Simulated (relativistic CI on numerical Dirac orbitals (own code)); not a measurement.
**Slater and spin-orbit integrals, Fe¹⁹⁺**

These numbers are calculated, not measured: Dirac-Coulomb-Breit CI, KLI orbitals optimised for each configuration, QED by a radiative potential, unscaled Slater integrals (own radial code, finite nucleus).

Slater integrals F^k, G^k are unscaled and averaged over j, outside the closed core 1s2; ζ comes from projecting the Hamiltonian with its Breit term on Σ l·s of the shell.

- 2s2 2p3: F^2(2p,2p) = 437310, ζ(2p) = 74094 cm⁻¹; <r>(2p) = 0.2178, <r^2>(2p) = 0.0575 (bohr units).
- 2s 2p4: F^2(2p,2p) = 435860, G^1(2s,2p) = 474700, ζ(2p) = 73373 cm⁻¹; <r>(2s) = 0.2518, <r^2>(2s) = 0.07435, <r>(2p) = 0.2185, <r^2>(2p) = 0.05787 (bohr units).
- 2p5: ζ(2p) = 72681 cm⁻¹; <r>(2p) = 0.2194, <r^2>(2p) = 0.05838 (bohr units).

Averages of the first 10 configurations, taken without configuration mixing, which lowers the lowest level and can move excited configurations by several eV; other configurations of the list can lie among them:

| Configuration | Parity | States | Average energy above the lowest level (eV) |
| --- | --- | --- | --- |
| 2s2 2p3 | odd | 20 | 23.3 |
| 2s 2p4 | even | 30 | 125.8 |
| 2p5 | odd | 6 | 247.1 |
| 2p4 3s | even | 30 | 1110.6 |
| 2p4 3p | odd | 90 | 1138.3 |
| 2p4 3d | even | 150 | 1170.1 |
| 2s2 2p2 3s | even | 30 | 911.1 |
| 2s2 2p2 3p | odd | 90 | 941.6 |
| 2s2 2p2 3d | even | 150 | 973.8 |
| 2s 2p3 3s | odd | 80 | 1001.3 |
